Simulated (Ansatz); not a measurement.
Computed with Ansatz on PBE0-D4/def2-TZVP structures; ΔE is electronic, products minus reactants. CBS: MP2 limit from def2 TZ/QZ plus the TZ coupled-cluster correction, frozen cores. Functionals use def2-TZVPP. B3LYP here is the variant with VWN-RPA as its local correlation; programs differ in this. For Ge outer-core shells are correlated without core-valence functions, which leaves a few kJ/mol of doubt a bond. Scalar relativity is left out up to krypton. One conformer a species, not always the lowest.

Consider the isomerisation: `[SiH3][GeH2][B](Cl)Cl` → `ClB(Cl)[SiH2][GeH3]`.

```
             level  ΔE (kJ/mol)  difference from CCSD(T)/CBS
            PBE-D4          3.8                         -6.1
         r2SCAN-D4          5.5                         -4.4
           PBE0-D4          4.6                         -5.3
          B3LYP-D4          5.9                         -4.0
           ωB97M-V          8.2                         -1.7
            B2PLYP          8.2                         -1.7
               PBE          4.3                         -5.6
            r2SCAN          5.6                         -4.3
             B3LYP          6.7                         -3.2
     HF/def2-TZVPP          7.3                         -2.6
    MP2/def2-TZVPP         11.6                          1.7
SCS-MP2/def2-TZVPP         11.0                          1.1
   CCSD/def2-TZVPP          9.1                         -0.8
CCSD(T)/def2-TZVPP          9.0                         -0.9
SCS-MP2/def2-QZVPP         10.8                          0.9
     MP2/CBS(def2)         12.6                          2.7
       CCSD(T)/CBS          9.9                            0
```

Largest T1 diagnostic among the species: 0.013.
